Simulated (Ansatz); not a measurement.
One elementary step

Start structure (AlH5SO2, singlet), relaxed at PBE0-D4/def2-TZVP:

Al1  (-0.097, 0.054, -0.537)
S2  (1.596, 1.173, -1.305)
O3  (0.145, -1.587, -0.200)
O4  (-1.569, 0.880, -0.470)
H5  (0.426, 0.215, 1.950)
H6  (0.042, 0.856, 1.881)
H7  (2.396, 0.098, -1.201)
H8  (-0.530, -2.200, 0.083)
H9  (-2.408, 0.512, -0.202)
(Å)

The step: AlH₃SO₂ ([OH][Al]([OH])[SH]) + H₂ → AlH₃O₂ ([OH][AlH][OH]) + H₂S (still joined by a long Al–S bond); bonds formed: Al1–H6, S2–H5; bonds broken: H5–H6; bonds weakened to dative contacts: Al1–S2. Program: Ansatz 0.2.0. Basis: def2-TZVPP and def2-QZVPP. Cores are frozen in the correlated methods. Extrapolation: Hartree–Fock as exp(−7.88 √X), correlation as X^−2.97. Energies below are by CCSD(T) at an estimated basis limit (MP2 extrapolated from triple and quadruple zeta, plus CCSD(T) − MP2 in triple zeta).

(1) What are the electronic barrier and the energy of the step, from the start structure to the end structure? (To be estimated.)

T1 diagnostic: at most 0.013.

## Answers

(1) The calculation gives: Barrier 1.323 eV; step energy 0.550 eV (uphill); reverse barrier, their difference, 0.773 eV. Barrier and step energy count from the start structure, the reverse barrier from the end structure.

The saddle point: One imaginary mode of 954i cm⁻¹.
```
  pair  start (Å)  saddle (Å)  end (Å)
Al1–H6       2.55        1.70     1.59
 S2–H5       3.59        1.58     1.34
Al1–S2       2.17        2.39     2.57
 H5–H6       0.75        1.18     3.26
```

Zero-point energy (harmonic, PBE0-D4): ZPE is 1.342 eV at the start and 1.357 eV at the saddle, so the barrier goes from 1.323 to 1.338 eV.

Labels in which every atom is bracketed show which atoms are joined, not bond orders.

For scale, one of the runs: CCSD(T)/def2-TZVPP, 216 basis functions, launched by `ansatz run in.yaml --threads 4 --pin off --events-out ev --progress --plain --max-ram 9574MiB`. Time: 53 s of wall clock on 4 CPU threads of an Arm Neoverse V2; the host was shared. Peak host memory: 3.1 GiB.
